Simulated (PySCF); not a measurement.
# Simulated absorption spectrum

Species: IF5.
SMILES: `FI(F)(F)(F)F`

Method: PySCF, TDDFT CAM-B3LYP/def2-SVPD, vertical, gas phase, core orbitals frozen in the response, def2 core potentials past Kr. Geometry: PBE0-D3(BJ)/def2-SVP; no solvent, vibrations or thermal averaging. Spin–orbit coupling is left out.

Computed states:

```csv
state,E (eV),f
S1,5.96,0.029
S2,6.98,0.0003
S3,6.98,0.0003
S4,7.09,0.0000
S5,7.58,0.019
S6,7.58,0.019
S7,7.71,0.0000
S8,7.94,0.125
S9,7.94,0.125
```

Each state is given a Gaussian of 0.4 eV full width at half maximum, with ε(max) = 2.175×10⁸ f / Δν̃ (Δν̃ the width in cm⁻¹). The width is an assumption, not a result. The curve ends short of the highest state used, and states not computed would add to its high-energy end.

(1) What does the envelope look like, and where are its maxima?

(2) Coming from long wavelengths, where does ε first pass 100 L mol⁻¹ cm⁻¹?

(3) On this curve, what absorbance would a 10⁻⁴ mol/L sample give at 193 nm over a 1 cm path?

Answers

(1) 
(E (eV), ε (L mol⁻¹ cm⁻¹)): (5.36, 4), (5.40, 8), (5.44, 17), (5.47, 29), (5.51, 55), (5.54, 87), (5.58, 153), (5.62, 253), (5.65, 357), (5.69, 536), (5.72, 702), (5.76, 957), (5.80, 1235), (5.83, 1442), (5.87, 1688), (5.90, 1833), (5.94, 1948), (5.98, 1958), (6.01, 1896), (6.05, 1730), (6.08, 1557), (6.12, 1290), (6.16, 1010), (6.19, 811), (6.23, 577), (6.26, 431), (6.30, 278), (6.34, 170), (6.37, 113), (6.41, 63), (6.44, 39), (6.48, 20), (6.52, 10), (6.55, 7), (6.59, 6), (6.62, 6), (6.66, 8), (6.70, 12), (6.73, 16), (6.77, 22), (6.80, 27), (6.84, 34), (6.88, 40), (6.91, 44), (6.95, 49), (6.98, 52), (7.02, 57), (7.06, 66), (7.09, 78), (7.13, 109), (7.16, 148), (7.20, 232), (7.24, 365), (7.27, 504), (7.31, 750), (7.34, 983)

Maxima: 208 nm (5.96 eV), ε about 2000, made up of S1 (100%) (ε in L mol⁻¹ cm⁻¹; maxima over ε = 5, shares over 10%). At its high-energy end, 7.34 eV, the curve is still rising (ε about 980, from S5 and S6).

(2) At about 223 nm (5.55 eV), 0.41 eV below S1.

(3) 193 nm is 6.424 eV, where ε is about 50 L mol⁻¹ cm⁻¹, so A = ε c l ≈ 0.005 (Beer–Lambert, with the gas-phase spectrum and the assumed width).
